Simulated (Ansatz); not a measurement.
`[CH3][Al]([OH])[SiH3]` → `[CH2]` (triplet) + `[OH][AlH][SiH3]` at 298.15 K and 1 bar (formal loss of a carbene).

Calculated with Ansatz (gas phase, PBE0-D4/def2-TZVP geometries, no zero-point term in ΔE). CBS: MP2 limit from def2 TZ/QZ plus the TZ coupled-cluster correction, frozen cores. This one scheme is used for every species. Triplets are unrestricted, without spin–orbit coupling. Each species was taken in one conformer, which may not be the lowest.

| species | CCSD(T)/CBS energy (Eh) | H − E (kJ/mol) | S (J/(mol·K)) |
| --- | --- | --- | --- |
| `[CH3][Al]([OH])[SiH3]` | -648.59287 | 217.8 | 380.1 |
| `[CH2]` (triplet) | -39.09499 | 55.4 | 195.3 |
| `[OH][AlH][SiH3]` | -609.31389 | 136.5 | 330.9 |

H − E and S are ideal-gas, rigid-rotor, harmonic terms from PBE0-D4/def2-TZVP, for one conformer and one mirror image of each species, with the whole ground term of open shells counted as degenerate. 1 Eh = 2625.50 kJ/mol, R = 8.31446 J/(mol·K).

By hand: ΔE, ΔH, ΔS and ΔG.

ΔE = (-39.09499) + (-609.31389) − (-648.59287) = 0.18399 Eh = 483.1 kJ/mol. Δ(H − E) = 55.4 + 136.5 − 217.8 = -25.9, so ΔH = 457.2 kJ/mol. ΔS = 195.3 + 330.9 − 380.1 = 146.1 J/(mol·K). ΔG = 457.2 − 298.15 × (146.1)/1000 = 413.6 kJ/mol.

By hand: the equilibrium constant, and the temperature at which ΔG would vanish if ΔH and ΔS stayed fixed.

log₁₀ K = −ΔG/(RT ln 10) = -72.5. ΔG = 0 at ΔH/ΔS = 3129 K, far beyond where these terms or the molecules hold.

The number of gas molecules changes by +1, which sets the sign of ΔS. A doubt of 5 kJ/mol in ΔE shifts log₁₀ K by 0.9 here. Other conformers and mirror images would add mixing entropy, several J/(mol·K) or more a flexible species. Modes under 60 cm⁻¹, often nearly free rotors, make the harmonic entropy too high. A triplet takes part, so the spin changes. These are equilibria of isolated gas molecules and say nothing of rates. Largest T1 diagnostic: 0.014 (customary marks: 0.02 for closed shells, 0.045 for open ones).
